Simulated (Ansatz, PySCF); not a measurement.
Gas-phase reaction (SMILES): C[SiH](C)O[SiH3] -> C[SiH](C)O[SiH2] + H atom; the H-Si bond at the site shown breaks (other sites are not compared here).

Geometries: B3LYP-D3(BJ)/def2-TZVP minima from Ansatz (a quantum-chemistry and plane-wave program), one conformer each, not searched for the lowest. Valence correlation only, unless marked. Open shells are spin-unrestricted. No spin-orbit coupling. No relativistic terms. CBS(X,Y): correlation extrapolated as X^-3; Hartree-Fock from the larger set. Thermal terms are rigid-rotor harmonic-oscillator values from B3LYP-D3(BJ) frequencies (Ansatz or PySCF) at 298.15 K and 1 atm. 1 Eh = 627.5095 kcal/mol. Atoms have translation alone.

```tsv
species	E, CCSD(T)/CBS(cc-pV(T+d)Z,cc-pV(Q+d)Z) (Ansatz) (Eh)	E, B3LYP-D3(BJ)/def2-TZVPD (Ansatz + dftd3) (Eh)	H - E (Eh)
C[SiH](C)O[SiH3]	-735.55268	-736.70615	0.12262
C[SiH](C)O[SiH2]	-734.89643	-736.05180	0.11262
H atom	-0.49995	-0.50215	0.00236
```

Work out ΔE and ΔH at 298.15 K at the first level, then ΔH at the second.


1. ΔE = [(-734.89643) + (-0.49995)] - [(-735.55268)] = 0.15630 Eh = 98.1 kcal/mol at CCSD(T)/CBS(cc-pV(T+d)Z,cc-pV(Q+d)Z).
2. The terms H - E add up to -0.00764 Eh, so ΔH = (0.15630 + (-0.00764))×627.5095 = 93.3 kcal/mol.
3. At B3LYP-D3(BJ)/def2-TZVPD the same steps give ΔE = 95.5 and ΔH = 90.7 kcal/mol, a shift of -2.6 from the first level.
4. These values are not checked against measurement here, since the tables used lack a sound gas-phase enthalpy of formation for at least one species.
